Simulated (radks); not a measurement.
Q: Valence configurations of the sulfur ion S+ (all share [Ne]). All-electron calculation, Dirac Kohn-Sham, PBE, spin-unpolarised, spherical densities, point nucleus; open shells fill j = l - 1/2 first. Program: a radial shooting solver on a logarithmic mesh with Libxc functionals. Order these by energy: 3s1 3p4; 3s2 3p3; 3s1.5 3p3.5; 3p5; 3s0.5 3p4.5.

A: From the lowest, in eV above it: 3s2 3p3 0.000; 3s1.5 3p3.5 5.444; 3s1 3p4 10.910; 3s0.5 3p4.5 16.397; 3p5 21.905. NIST lists [Ne] 3s2 3p3 as the ground configuration; this level of theory agrees among the configurations tried. The energies are those of spherical spin-averaged densities, not of single terms.
